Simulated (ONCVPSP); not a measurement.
S, ONCV: configuration errors across variants

ONCVPSP 4.0.1 input, shortened (lines: element, Z, core and valence counts, functional; n l f; lmax; l rc ep ncon nbas qcut; lloc lpopt rc5 dvloc0; l nproj debl; icmod fcfact rcfact), PBE, fully relativistic:

```
  S 16.00    3    2        4      upf
    1    0    2.00
    2    0    2.00
    2    1    6.00
    3    0    2.00
    3    1    3.00
    1
    0    1.50    0.00    3    6    4.90
    1    1.25    0.00    4    8    5.70
    4    5    1.00    2.00
    0    2    3.90
    1    2    0.60
    3    3.25    1.05
```

Open shells are filled in proportion to 2j + 1.

In the p channel the program set the typed energies aside and used -0.616, 0.250 Ha (j = l + 1/2; the other j can differ).

All-electron excitation energies from the reference (eV): (1) 3s2 3p4 -11.769; (2) 3s2 3p2 22.284; (3) 3s2 3p1 56.326; (4) 3s1 3p4 10.878.

Errors AE − PS in meV (a dash: test not solved or not reliable):

```tsv
change	(1)	(2)	(3)	(4)	bound ghosts	GHOST(+) flags above zero
base	+0.3	+4.1	+30	-1.4	none	s, p3/2, p1/2
s: qcut 3.2	+1.3	+7.3	+51	-7.8	none	s, p3/2, p1/2
s: qcut 3.6	+1.1	+6.5	+45	-6.4	none	s, p3/2, p1/2
s: qcut 5.2	+0.3	+3.8	+28	-0.6	none	s, p3/2, p1/2
s: qcut 5.7	+0.1	+3.4	+25	+0.7	none	s, p3/2, p1/2
s: qcut 6.4	0.0	+3.0	+23	+1.8	none	s, p3/2, p1/2
s: qcut 7.4	0.0	+2.8	+21	+2.7	none	s, p3/2, p1/2
```

(1) Give the same row for: s: qcut 4.6.

## Answers

(1) +0.5, +4.6, +33, -2.4; bound ghosts: none; GHOST(+) flags above zero: s, p3/2, p1/2.
